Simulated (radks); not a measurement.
Values are calculated unless marked as measured or tabulated.
Ta LIV, configuration [Ar] 3d2 (the NIST ground configuration). Code: a radial shooting solver on a logarithmic mesh with Libxc functionals. Model: non-relativistic Kohn-Sham, LB94 model potential, spin-polarised, spherical densities, point nucleus; open shells are filled with parallel spins first (spin-orbit coupling, left out, can overturn this in heavy ions); relativity is left out, which matters for an element this heavy.

Radial electron density D(r) = 4 pi r^2 rho(r):

```
   r/bohr * D(r) (the largest magnitude, 119, reaches the edge; | marks zero)
0.0009576 |*
 0.001071 | *
 0.001188 | *
 0.001329 | *
 0.001487 |  *
  0.00165 |  *
 0.001845 |   *
 0.002064 |    *
  0.00229 |     *
 0.002562 |      *
 0.002842 |        *
 0.003179 |         *
 0.003556 |           *
 0.003946 |             *
 0.004413 |                *
 0.004936 |                  *
 0.005477 |                     *
 0.006127 |                        *
 0.006853 |                           *
 0.007604 |                              *
 0.008505 |                                 *
 0.009513 |                                    *
  0.01056 |                                      *
  0.01181 |                                        *
  0.01321 |                                          *
  0.01465 |                                          *
  0.01639 |                                          *
  0.01833 |                                         *
  0.02034 |                                        *
  0.02275 |                                       *
  0.02525 |                                      *
  0.02824 |                                      *
  0.03158 |                                       *
  0.03505 |                                         *
   0.0392 |                                            *
  0.04384 |                                                *
  0.04865 |                                                   *
  0.05441 |                                                     *
  0.06086 |                                                      *
  0.06753 |                                                    *
  0.07554 |                                                *
  0.08449 |                                         *
  0.09375 |                                   *
   0.1049 |                             *
   0.1173 |                          *
   0.1301 |                         *
   0.1456 |                           *
   0.1628 |                            *
   0.1807 |                             *
   0.2021 |                           *
   0.2242 |                      *
   0.2508 |                *
   0.2805 |          *
   0.3113 |     *
   0.3482 |  *
   0.3894 |*
   0.4321 *
   0.4833 *
   0.5406 *
   0.5998 *
   0.6709 *
```

D(r) has 3 maxima, at r = 0.0154, 0.0589, 0.175 bohr, and minima at 0.0276, 0.127 bohr, inside which lie 1.98, 10.89 electrons.
